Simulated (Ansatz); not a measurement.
`C=C[CH2][SnH3]` and `C=CCBr` differ in one atom or group.

Ansatz, PBE0-D4/def2-TZVP geometries, multiplicity 1. Each molecule was computed in one conformer, which needn't be the lowest.

Elements past krypton have def2 core potentials. Scalar relativity is left out up to krypton. Spin–orbit coupling is left out; it splits and shifts lone-pair levels of the heavy atoms by tenths of an eV.

```tsv
property	`C=C[CH2][SnH3]`
HOMO energy (B3LYP/def2-TZVPP) / eV	-6.68
size of the dipole moment (PBE/def2-TZVPP) / D	0.56
HOMO–LUMO gap (PBE0/def2-TZVPP) / eV	6.74
zero-point energy (PBE0-D4/def2-TZVP) / kJ/mol	236.3
HOMO–LUMO gap (B3LYP/def2-TZVPP) / eV	6.30
LUMO energy (ωB97M-V/def2-TZVPP) / eV	1.45
```

Task: What does the change do to each property? (Estimate.)

Result: The calculation gave: 
```json
{"property": "HOMO energy (B3LYP/def2-TZVPP) / eV", "`C=CCBr`": "-7.49", "shift": "-0.81"}
{"property": "size of the dipole moment (PBE/def2-TZVPP) / D", "`C=CCBr`": "1.90", "shift": "1.34"}
{"property": "HOMO–LUMO gap (PBE0/def2-TZVPP) / eV", "`C=CCBr`": "6.96", "shift": "0.22"}
{"property": "zero-point energy (PBE0-D4/def2-TZVP) / kJ/mol", "`C=CCBr`": "186.8", "shift": "-49.5"}
{"property": "HOMO–LUMO gap (B3LYP/def2-TZVPP) / eV", "`C=CCBr`": "6.47", "shift": "0.17"}
{"property": "LUMO energy (ωB97M-V/def2-TZVPP) / eV", "`C=CCBr`": "1.31", "shift": "-0.14"}
```

With PBE0 the HOMO falls by 0.86 eV and the LUMO falls by 0.65 eV, so the gap widens by about 0.21 eV. PBE moves the HOMO by -0.69 eV and ωB97M-V by -0.94 eV. The zero-point energy changes by -49.5 kJ/mol with -9 modes. Dipoles are sizes alone; their direction can turn.

B3LYP here is the variant with VWN-RPA as its local correlation; programs differ in this.
